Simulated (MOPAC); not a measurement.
Input file for MOPAC: PM7 on ClFHIn (SMILES [F][InH][Cl]), a point of a bond scan (R = 1.694 Å).

```
PM7 1SCF PRECISE CHARGE=0 THREADS=1
ClFHIn

In    -0.09474537 1    -0.41822875 1     0.20223357 1
H     -1.02124007 1    -1.81324919 1     0.45446257 1
F      1.57814816 1    -0.11257062 1     1.16386102 1
Cl    -0.50232767 1     1.37174079 1    -1.22580333 1
```

Program output:

```
*******************************************************************************
 **                                                                           **
 **                              MOPAC v23.2.5                                **
 **                                                                           **
 *******************************************************************************
 ** MOPAC's Digital Object Identifier: https://doi.org/10.5281/zenodo.6511958 **
 **                                                                           **
 ** Please cite the open-source release paper for use of this MOPAC version:  **
 ** J. E. Moussa and J. J. P. Stewart (2026)                                  **
 ** MOPAC: An open-source semiempirical molecular orbital program             **
 ** J. Open Source Softw., 11(119), 8025, https://doi.org/10.21105/joss.08025 **
 *******************************************************************************

                              PM7 CALCULATION RESULTS

 *******************************************************************************
 *  PM7        - The PM7 Hamiltonian to be used
 *
 *
 *
 *                 CHARGE ON SYSTEM = 0
 *
 *
 *
 *  PRECISE    - TIGHTER CRITERIA TO BE USED
 *  1SCF       - DO 1 SCF AND THEN STOP
 *  THREADS=1  - MULTI-THREADING NOT USED
 *  T=         - A TIME OF 172800.0 SECONDS REQUESTED
 *  DUMP=N     - RESTART FILE WRITTEN EVERY 7200.0 SECONDS REQUESTED
 *******************************************************************************
PM7 1SCF PRECISE CHARGE=0 THREADS=1
 ClFHIn

   ATOM   CHEMICAL          X               Y               Z
  NUMBER   SYMBOL      (ANGSTROMS)     (ANGSTROMS)     (ANGSTROMS)

     1      In         -0.09474537  *  -0.41822875  *   0.20223357  *
     2       H         -1.02124007  *  -1.81324919  *   0.45446257  *
     3       F          1.57814816  *  -0.11257062  *   1.16386102  *
     4      Cl         -0.50232767  *   1.37174079  *  -1.22580333  *



          CARTESIAN COORDINATES

    NO.       ATOM           X           Y           Z

     1        In         -0.0947     -0.4182      0.2022
     2         H         -1.0212     -1.8132      0.4545
     3         F          1.5781     -0.1126      1.1639
     4        Cl         -0.5023      1.3717     -1.2258

 General Reference for PM7:
 "Optimization of Parameters for Semiempirical Methods VI: More Modifications to the
 NDDO Approximations and Re-optimization of Parameters", J. J. P. Stewart, J. Mol. Mod., 1:32, 19 (2013)
 https://link.springer.com/article/10.1007/s00894-012-1667-x

           Empirical Formula: H In F Cl  =     4 atoms



      MOLECULAR POINT GROUP   :   Cs


      RHF CALCULATION, NO. OF DOUBLY OCCUPIED LEVELS = 9


 -------------------------------------------------------------------------------
 PM7 1SCF PRECISE CHARGE=0 THREADS=1
 ClFHIn



     1SCF WAS SPECIFIED, SO BFGS WAS NOT USED
     SCF FIELD WAS ACHIEVED


                              PM7 CALCULATION
                                                       MOPAC v23.2.5 Linux




          FINAL HEAT OF FORMATION =        -66.60419 KCAL/MOL =    -278.67192 KJ/MOL


          COSMO AREA              =        103.84 SQUARE ANGSTROMS
          COSMO VOLUME            =         87.64 CUBIC ANGSTROMS

          IONIZATION POTENTIAL    =         11.253154 EV
          HOMO LUMO ENERGIES (EV) =        -11.253 -0.617
          NO. OF FILLED LEVELS    =          9
          MOLECULAR WEIGHT        =        170.2793         POINT GROUP:  Cs

          MOLECULAR DIMENSIONS (Angstroms)

            Atom       Atom       Distance
           Cl     4    H     2     3.63823
            F     3   Cl     4     2.79384
           In     1    F     3     0.00000


          SCF CALCULATIONS        =          1





   ATOM   CHEMICAL          X               Y               Z
  NUMBER   SYMBOL      (ANGSTROMS)     (ANGSTROMS)     (ANGSTROMS)

     1      In         -0.09474537  *  -0.41822875  *   0.20223357  *
     2       H         -1.02124007  *  -1.81324919  *   0.45446257  *
     3       F          1.57814816  *  -0.11257062  *   1.16386102  *
     4      Cl         -0.50232767  *   1.37174079  *  -1.22580333  *

                             CARTESIAN COORDINATES

   1   In       -0.094745370    -0.418228750     0.202233570
   2    H       -1.021240070    -1.813249190     0.454462570
   3    F        1.578148160    -0.112570620     1.163861020
   4   Cl       -0.502327670     1.371740790    -1.225803330


           Empirical Formula: H In F Cl  =     4 atoms



      MOLECULAR POINT GROUP   :   Cs


                  EIGENVALUES
 -37.02143 -25.31169 -14.81203 -13.93624 -13.86401 -13.29720 -12.79424 -11.44851
 -11.25315  -0.61665  -0.15999   1.42521   2.03805  71.54523  71.76531  71.90794
  72.68601  72.69206


              NET ATOMIC CHARGES AND DIPOLE CONTRIBUTIONS

  ATOM NO.   TYPE          CHARGE      No. of ELECS.   s-Pop       p-Pop       d-Pop
    1         In           0.852120        2.1479     0.60898     1.53890
    2          H           0.135123        0.8649     0.86488
    3          F          -0.573276        7.5733     1.96440     5.60888
    4         Cl          -0.413967        7.4140     1.99369     5.41961     0.00067
 DIPOLE           X         Y         Z       TOTAL
 POINT-CHG.    -4.397    -5.306     0.355     6.901
 HYBRID         1.715     1.739     0.073     2.443
 SUM           -2.682    -3.568     0.429     4.484


          ATOMIC ORBITAL ELECTRON POPULATIONS

     Atom    s        px        py        pz      x^2-y^2     xz        z^2       yz        xy
    1 In   0.60898   0.51112   0.74522   0.28256
    2  H   0.86488
    3  F   1.96440   1.73721   1.97194   1.89973
    4 Cl   1.99369   1.96831   1.66475   1.78655   0.00009   0.00019   0.00010   0.00014   0.00014

 **********************
 *                    *
 * JOB ENDED NORMALLY *
 *                    *
 **********************




 == MOPAC DONE ==
```

The run finished.

Cost: about 0.010 core-seconds (a rough figure).
